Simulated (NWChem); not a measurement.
# AlH2Br; SMILES [Br][AlH2]

```xyz
4

Al     0.0000     0.0000    -1.5683
H      0.0000     1.3999    -2.3003
H      0.0000    -1.3999    -2.3003
Br     0.0000     0.0000     0.6907
```
Atoms are numbered in this order, from 1.

Program: NWChem. Geometry optimised at PBE0/def2-SVP; all other runs use it. Pople sets run with spherical d functions. This build's default masses of Se (78.918 u) and Br (79.917 u) are each other's, which moves their modes by up to 0.6 %. Vzz has the sign of the potential's second derivative.

```
quantity                                                   level  value
---------------------------------  -----------------------------  -----
Vzz Br4 (a.u.)                                      PBE/def2-SVP  2.522
orbital gap (eV)                                   revPBE/6-31G*   4.51
−ε(HOMO) (eV)                                       B3LYP/6-31G*   7.95
vertical, lowest triplet (eV)      Hartree-Fock/aug-cc-pVDZ, CIS   5.56
dipole (D)                                         PBE0/def2-SVP   1.21
highest harmonic frequency (cm⁻¹)                  PBE0/def2-SVP   1985
```
